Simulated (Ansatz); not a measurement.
CH6FNSi2 can be A, `F[Si@H]1N[C@@H]1[SiH3]`, or B, `FC1([SiH3])N[SiH2]1`.

Computed with Ansatz on PBE0-D4/def2-TZVP structures; ΔE is electronic, products minus reactants. CCSD(T)/CBS is the MP2 limit (def2-TZVPP, def2-QZVPP) plus CCSD(T) − MP2 in def2-TZVPP, frozen cores. Functionals use def2-TZVPP. B3LYP here is the variant with VWN-RPA as its local correlation; programs differ in this.

A:

```xyz
11

F     0.4341    2.6334   -1.5460
Si    0.6813    1.3147   -0.7006
N     0.0431    1.2625    0.8614
C    -0.6580    0.2637   -0.0654
Si   -0.3839   -1.5583    0.2012
H     2.0156    0.8028   -1.0509
H     0.4468    0.9066    1.7144
H    -1.6924    0.5506   -0.2579
H    -1.0582   -2.3437   -0.8655
H     1.0788   -1.8415    0.1820
H    -0.9072   -1.9908    1.5274
```

B:

```xyz
11

F     1.891   -0.550    0.457
C     0.581   -0.240    0.083
Si   -0.279    0.723    1.449
N    -0.085   -1.320   -0.579
Si    0.139   -0.077   -1.719
H    -0.555   -0.162    2.614
H    -1.572    1.212    0.900
H     0.552    1.873    1.882
H    -0.783   -1.904   -0.149
H     1.107   -0.334   -2.804
H    -0.996    0.780   -2.134
```

**Question.** Which is lower in electronic energy at CCSD(T)/CBS, and by how much? (An estimate is asked.)

**Answer.** Computed: A, by 53.1 kcal/mol.

**Question.** Give E(B) − E(A) in kcal/mol with B3LYP-D4, CCSD(T)/def2-TZVPP, PBE-D4, B2PLYP, ωB97M-V, CCSD/def2-TZVPP, r2SCAN-D4. (Best estimate.)

**Answer.** Ansatz gave: B3LYP-D4 49.5, CCSD(T)/def2-TZVPP 52.5, PBE-D4 46.5, B2PLYP 51.7, ωB97M-V 50.8, CCSD/def2-TZVPP 53.1, r2SCAN-D4 50.3. None reverses the order clearly.

Largest T1 diagnostic: 0.014.

From PBE to PBE0 (25 % exact exchange), in def2-TZVPP and without D4, E(B) − E(A) moves by +2.6 kcal/mol.
